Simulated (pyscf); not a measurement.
**H₂N–SiH₂–Si(F)(SiH₃)–SiH₃, singlet**

Gas-phase minimum from PySCF at ωB97X-D3(BJ)/def2-SVP, one conformer. 

```xyz
16

N      1.2396    -0.0268    -1.7301
Si    -0.3193     0.7220    -1.9582
Si    -0.9507     1.0321     0.2608
F     -2.2761     1.9918     0.4449
Si     0.9305     1.9746     1.2723
Si    -1.3419    -1.0525     1.2340
H      1.3081    -0.9031    -1.2216
H      1.9364     0.0111    -2.4673
H     -0.0912     2.0236    -2.6506
H     -1.3183    -0.0523    -2.7637
H      1.9262     0.8860     1.4998
H      0.5780     2.5768     2.5930
H      1.5379     3.0264     0.4063
H     -0.1684    -1.9127     0.8800
H     -1.4423    -0.9791     2.7210
H     -2.5754    -1.6904     0.6877
```

Bond lengths (Å): N1–Si2 1.744, N1–H7 1.015, N1–H8 1.015, Si2–Si3 2.328, Si2–H9 1.492, Si2–H10 1.499, Si3–F4 1.647, Si3–Si5 2.335, Si3–Si6 2.334, Si5–H11 1.493, Si5–H12 1.494, Si5–H13 1.492, Si6–H14 1.497, Si6–H15 1.492 (the first ones only). Bond angles (°): Si2–N1–H7 119.7, Si2–N1–H8 120.2, H7–N1–H8 110.5, N1–Si2–Si3 100.1, N1–Si2–H9 107.4, N1–Si2–H10 116.4, Si3–Si2–H9 111.6, Si3–Si2–H10 113.6, H9–Si2–H10 107.6, Si2–Si3–F4 113.7, Si2–Si3–Si5 104.4, Si2–Si3–Si6 108.9, F4–Si3–Si5 111.4, F4–Si3–Si6 109.8 (the first ones only).

Properties at ωB97X-D3(BJ)/def2-SVP:

```json
{
 "harmonic_wavenumbers_unscaled": "46, 58, 84, 95, 110, 137, 161, 171, 198, 241, 353, 412, 439, 465, 485, 523, 543, 580, 589, 661, 800, 844, 863, 879, 896, 932, 945, 948, 951, 956, 975, 1560, 2205, 2222, 2242, 2248, 2249, 2252, 2255, 2256, 3609, 3703 cm⁻¹",
 "zero_point_energy": "61.7 kcal/mol",
 "rotational_symmetry_number": "1",
 "Entropy of this conformer at 298 K and 1 atm, rigid rotor and harmonic oscillator, modes under 100 cm⁻¹ raised to 100": "452.4 J/(mol K)",
 "dipole_moment": "2.55 D"
}
```

Single-point totals, which compare only within one level:

```csv
level,total energy (hartree)
ωB97X-D3(BJ)/def2-TZVP,-1318.91156
PBE/def2-TZVP,-1317.98315
r²SCAN/def2-TZVP,-1318.58061
B3LYP-D3(BJ)/def2-TZVP,-1318.88393
PBE0-D3(BJ)/def2-TZVP,-1318.12430
M06-2X/def2-TZVP,-1318.60307
ωB97M-D3(BJ)/def2-TZVP,-1318.95491
```

The lowest mode is so soft that the shape along it may change with the basis. Soft torsions are taken as harmonic, which can shift the entropy by several J/(mol K).
